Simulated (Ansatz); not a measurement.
Isolated molecules relaxed with PBE0-D4/def2-TZVP in Ansatz; ΔE leaves out vibrations. CBS: MP2 limit from def2 TZ/QZ plus the TZ coupled-cluster correction, frozen cores. This one scheme is used for every species. DFT in def2-TZVPP. For Se, Ti outer-core shells are correlated without core-valence functions, which leaves a few kJ/mol of doubt a bond. Scalar relativity is left out up to krypton. One conformer a species, not always the lowest.

`C[Se][Ti]([OH])([F])[F]` + H₂S → `[OH][Ti]([F])([F])[SH]` + `C[SeH]`  (ligand exchange at a Ti–Se bond)

| level | ΔE (eV) |
| --- | --- |
| ωB97M-V | 0.06 |
| PBE0 | 0.05 |
| MP2/def2-TZVPP | 0.14 |
| MP2/CBS(def2) | 0.17 |

Question: What does CCSD(T)/CBS give? (Best estimate.)

Answer: Ansatz gave: +0.13 eV. The listed levels differ from it by -0.07, -0.08, 0.01, 0.04 eV.

Largest T1 diagnostic among the species: 0.024, so the coupled-cluster value is less sure than usual.

The D4 term adds +0.05 eV with B3LYP and +0.03 eV with PBE0; it sums over pairs of atoms, weighted by their polarisabilities, and B3LYP, whose exchange is more repulsive, gets the larger term. In def2-TZVPP, CCSD(T) changes the Hartree–Fock value by +0.12 eV (the triples alone add +0.03 eV) and MP2 by +0.16 eV.

B3LYP here is the variant with VWN-RPA as its local correlation; programs differ in this.
